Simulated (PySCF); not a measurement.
Ga(H)(F)(OH) (FGaH2O), SMILES [OH][GaH][F]. Atoms are numbered in the order given.

```xyz
5

Ga    -0.3392     0.0186     0.0000
H     -1.8695     0.1713     0.0000
F      0.7236     1.4307     0.0000
O      0.5462    -1.5258     0.0000
H      1.5038    -1.4184     0.0000
```
Charge 0, spin multiplicity 1.

The structure is a stationary point at B3LYP-D3(BJ)/def2-TZVP. The values are those of a single conformer.

Calculation: HF/def2-TZVPD (PySCF).

Symmetry labels are those of the subgroup Cs that the program uses (full group Cs).

Task: List the valence orbital energies around the gap with their symmetry. (An estimate is asked for; the answer gives what the named calculation found.)

Result: 
```
orbital  symmetry  energy (eV)
-------  --------  -----------
HOMO−7         A'       -32.97
HOMO−6         A'       -18.69
HOMO−5         A'       -17.52
HOMO−4         A'       -16.57
HOMO−3         A"       -16.37
HOMO−2         A'       -14.44
HOMO−1         A"       -13.68
HOMO           A'       -13.64
LUMO           A'         1.21
LUMO+1         A"         1.50
LUMO+2         A'         2.20
LUMO+3         A'         2.38
```
